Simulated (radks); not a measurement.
Numerical settings for neutral hydrogen, 1s1. All-electron calculation, non-relativistic Kohn-Sham, LDA (Slater exchange, Perdew-Wang correlation), spin-polarised, spherical densities, point nucleus; open shells are filled with parallel spins first. Program: a radial shooting solver on a logarithmic mesh with Libxc functionals. The defaults (mesh step 0.008 in ln r, mesh end at 40 bohr or more with all orbitals vanishing there, Anderson mixing 0.5 over 9 steps, residual threshold near 1e-9 with the energy settled to 1e-9 hartree or 1e-11 of itself, here a cap of 72 iterations) give E = -0.4787 hartree and 1s at -7.320 eV in 13 iterations. Run on one thread of a shared host, so times are rough (Intel(R) Xeon(R) Platinum 8488C): 0.05 s of CPU time, 0.05 s wall, 13 iterations on 2476 mesh points. Changes against that run (0 stands for a change within the tolerance of the run):

setting,iterations,converged,E (mhartree),e(1s) (meV),CPU (s)
mesh step in ln r 0.003,13,yes,0,0,0.12
mesh step in ln r 0.05,13,yes,0,0,0.01
mesh step in ln r 0.012,13,yes,0,0,0.03
mesh end (bohr) 2,9,level above zero,+401,+1.52e+04,0.03
mesh end (bohr) 12,13,yes,+0.000229,+0.0546,0.05
residual threshold 1e-13,17,yes,0,0,0.05
residual threshold 0.001,7,yes,0,+0.103,0.02
mixing 0.05,15,yes,0,0,0.04
"linear mixing, mixing 0.2",72,no,0,0,0.15
"linear mixing, mixing 0.5",28,yes,0,0,0.06
mixing history 3,13,yes,0,0,0.04
iteration cap 8,8,no,0,0,0.02

Settled on a wrong energy, with an occupied level pushed above zero by the early mesh end: mesh end (bohr) 2 (+0.401 hartree). Apart from these: no run marked as converged misses the energy by more than 1 mhartree. A mesh that ends early acts as a hard wall.
